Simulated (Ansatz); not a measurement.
Geometry optimisation, Ansatz 0.2.0, RKS PBE0-D4/def2-SVP.

The input (input.yaml):

```yaml
crystal:
  periodic: [false, false, false]
  atoms:
    - { symbol: Ge, position_ang: [0.0, 0.0, 0.0] }
    - { symbol: F, position_ang: [0.0, 0.0, 2.03] }
    - { symbol: F, position_ang: [1.5842, 0.0, -0.5594] }
    - { symbol: F, position_ang: [-0.7913, 1.3709, -0.5594] }
    - { symbol: O, position_ang: [-0.8337, -1.4443, -0.5894] }
    - { symbol: H, position_ang: [-1.2883, -1.91, 0.183] }
    - { symbol: O, position_ang: [1.0804, -1.6406, 0.6527] }
    - { symbol: H, position_ang: [0.514, -2.4726, 0.5682] }
    - { symbol: H, position_ang: [0.6544, -0.9938, 1.7453] }
basis:
  gaussian: { orbitals: def2-SVP }
hamiltonian:
  xc: pbe0
  dispersion: d4
relax:
  f_tol: 0.15
  max_steps: 25
  restrain:
    - { distance: [0, 6], at: 2.97, k: 30.0 }
    - { distance: [8, 1], at: 2.12, k: 30.0 }
    - { distance: [0, 1], at: 1.68, k: 30.0 }
    - { distance: [8, 6], at: 1.01, k: 30.0 }
```

Command:

```bash
$ ansatz run input.yaml --threads 4 --pin off --max-ram 5120MiB --backend cpu --events-out ev --progress --plain --runs-dir out
```

Where does it end, and by what steps?

It converged. The restraints hold the end off the free minimum; the threshold counts their pulls, which the force column leaves out. Restrained pairs: Ge1–O7 (2.07 → 2.96 Å), F2–H9 (1.22 → 2.12 Å), Ge1–F2 (2.03 → 1.70 Å), O7–H9 (1.34 → 0.98 Å). After 15 steps the energy has fallen by 3.276 eV (the restraints' own energy left out); H6 moved furthest, 1.23 Å.

| step | energy less start (eV) | largest force component (eV/Å) | accepted |
| --- | --- | --- | --- |
| 0 | 0.0000 | 5.106 | yes |
| 1 | -1.2042 | 4.520 | yes |
| 2 | -2.0559 | 5.677 | yes |
| 3 | -2.5700 | 4.151 | yes |
| 4 | -2.9828 | 1.431 | yes |
| 5 | -3.1152 | 0.827 | yes |
| 6 | -3.1597 | 0.854 | yes |
| 7 | -3.2013 | 0.616 | yes |
| 8 | -3.2219 | 0.621 | yes |
| 9 | -3.1969 | 1.996 | no |
| 10 | -3.2352 | 0.625 | yes |
| 11 | -3.2440 | 0.775 | yes |
| 12 | -3.2583 | 0.763 | yes |
| 13 | -3.2681 | 0.691 | yes |
| 14 | -3.2508 | 1.586 | no |
| 15 | -3.2761 | 0.656 | yes |

```xyz
9
Properties=species:S:1:pos:R:3
Ge -0.104 0.078 0.006
F 0.185 0.254 1.671
F 1.327 0.379 -0.862
F -1.191 1.338 -0.410
O -0.897 -1.425 -0.361
H -1.770 -1.265 -0.748
O 1.475 -2.123 1.195
H 0.736 -2.719 1.010
H 1.159 -1.609 1.971
```

The run took 30 s on 4 threads of Arm Neoverse V2, with other jobs on the host, peak memory 0.3 GiB.
